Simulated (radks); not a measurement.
Spherical quantum dot in the effective-mass picture: electrons in a hard-walled sphere of radius 11.2, with a point charge +1 (a donor) at the centre, all in effective atomic units (hartree* = m*/eps^2 hartree, bohr* = eps/m* bohr), one dielectric constant everywhere. Calculated with a radial shooting solver with Libxc functionals: non-relativistic Kohn-Sham, LDA (Slater exchange, Perdew-Wang correlation), spin-polarised, spherical densities. Levels are named by radial order and angular momentum (1s, 1p, 1d, 2s, ...), and open shells are averaged over m. Results are scaled to m* = 0.031 and eps = 4.4, for which hartree* = 43.57 meV and bohr* = 7.511 nm.

N = 31, configuration 1s2 1p6 1d10 2s(up 1, down 0) 1f(up 7, down 5). This is the lowest configuration that the search found (a dilute case). Occupied and some empty levels:

| level | occupation | eigenvalue (meV) | <r> (nm) |
|---|---|---|---|
| 1s up | 1 | 135.86 | 64.79 |
| 1s down | 1 | 136.12 | 66.09 |
| 1p up | 3 | 136.49 | 66.46 |
| 1p down | 3 | 136.72 | 66.43 |
| 2s up | 1 | 137.33 | 13.58 |
| 1d up | 5 | 137.66 | 66.89 |
| 1d down | 5 | 137.89 | 66.86 |
| 1f up | 7 | 139.38 | 67.38 |
| 1f down | 5 | 139.61 | 67.35 |
| 1g up | 0 | 141.63 | 67.88 |
| 1g down | 0 | 141.86 | 67.87 |
| 2s down | 0 | 143.95 | 19.37 |
| 2p up | 0 | 149.18 | 42.67 |
| 2p down | 0 | 149.60 | 44.44 |
| 2d up | 0 | 152.48 | 49.10 |
| 2d down | 0 | 152.67 | 49.38 |

Energy (meV): total 2117.55, kinetic 319.94, external -190.96, Hartree 2238.1, exchange-correlation -249.49.

Electron density:

| r (nm) | n(r) (e/nm^3) |
|---|---|
| 2.66 | 0.0003466 |
| 6.83 | 0.0001139 |
| 11.0 | 0.00003850 |
| 15.2 | 0.00001341 |
| 19.3 | 4.807e-06 |
| 23.5 | 1.833e-06 |
| 27.7 | 8.487e-07 |
| 31.9 | 6.435e-07 |
| 36.0 | 8.692e-07 |
| 40.2 | 1.523e-06 |
| 44.4 | 2.794e-06 |
| 48.6 | 5.001e-06 |
| 52.7 | 8.500e-06 |
| 56.9 | 0.00001349 |
| 61.1 | 0.00001948 |
| 65.3 | 0.00002469 |
| 69.4 | 0.00002599 |
| 73.6 | 0.00002056 |
| 77.8 | 9.859e-06 |
| 81.9 | 1.317e-06 |
